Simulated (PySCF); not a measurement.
**Radial density of Ge (germanium, neutral)**

PBEsol, [Ar] 3d10 4s1 4p2 5s1, high-spin 5P determinant (an excited configuration). All numbers are calculated (PySCF 2.14, a scalar-relativistic core potential, in aug-cc-pwCVTZ-PP with ECP10MDF (8s7p6d4f1g, 96 functions)). This is the valence pseudo-density: the core potential removes the inner electrons and smooths the orbitals near the nucleus.

```csv
r (bohr),4πr²ρ (e/bohr),4πr²(ρα − ρβ)
0.00159,2.788e-05,0.0000
0.00268,7.753e-05,0.0000
0.00450,0.0002094,0.0000
0.00757,0.0005292,0.0000
0.0127,0.001205,0.0001
0.0214,0.002558,0.0002
0.0360,0.006112,0.0003
0.0606,0.03537,0.0003
0.102,0.3398,-0.0008
0.171,2.535,-0.0049
0.288,12.18,0.0560
0.485,28.22,0.2094
0.816,16.42,-0.0214
1.37,3.579,1.1098
2.31,1.447,1.3412
3.88,0.4027,0.4022
6.53,0.2012,0.2012
11.0,0.01041,0.0104
```

Energies and moments cover only the electrons outside the core potential. The outer electron is Rydberg-like, and this basis confines it to a smaller radius and binds it less than a complete one would.

Task: Where is the radial spin density 4πr²(ρα − ρβ) most negative, and why is it negative at all?

Result: Around r = 0.816 bohr, down to -0.0214 e/bohr: exchange with the open shell polarises the paired shells in an unrestricted calculation.
